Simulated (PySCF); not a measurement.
**Diatomic cations of S with the alkali metals**

r²SCAN with double-zeta basis sets in PySCF, for the lowest determinant that a PBE0 search found; no spin–orbit coupling. De refers to high-spin ground-configuration atoms (the charge goes to the atom of lower measured ionisation energy or higher electron affinity, which is not always the lowest computed limit). A positive dipole points towards S; it is taken about the centre of mass and depends on that origin.

```
 M      basis  charged atom  state (unpaired electrons)  Re (Å)  ωe (cm⁻¹)  De (eV)  μ (D)
Li   def2-SVP           Li+              triplet (π ↑↑)   2.550        302     0.79  -8.34
Na   def2-SVP           Na+              triplet (π ↑↑)   2.923        163     0.58  -6.71
 K   def2-SVP            K+              triplet (π ↑↑)   3.418        106     0.38  -6.25
Rb  def2-SVPD           Rb+              triplet (π ↑↑)   3.574       89.9     0.29  -3.37
Cs   def2-SVP           Cs+              triplet (π ↑↑)   3.770       82.6     0.30  -2.36
```

The shortest bond is that of LiS⁺ (2.550 Å), the longest that of CsS⁺ (3.770 Å).

The rows differ in basis set, which adds steps of its own.

Down a group the atoms grow and get heavier, so bonds lengthen and wavenumbers fall; this series shows no clear exception.

Weak bonds: CsS⁺, KS⁺, RbS⁺. Basis-set superposition, not corrected here, can be much of De in a small basis, most of all at correlated wavefunction levels. Spin–orbit coupling is left out, which matters for elements this heavy, above all for dissociation energies. For an ion De counts to the pair picked by the measured ionisation energies or electron affinities, which need not be the lowest pair at this level. States were picked by a PBE0 search and need not be the measured ground states.
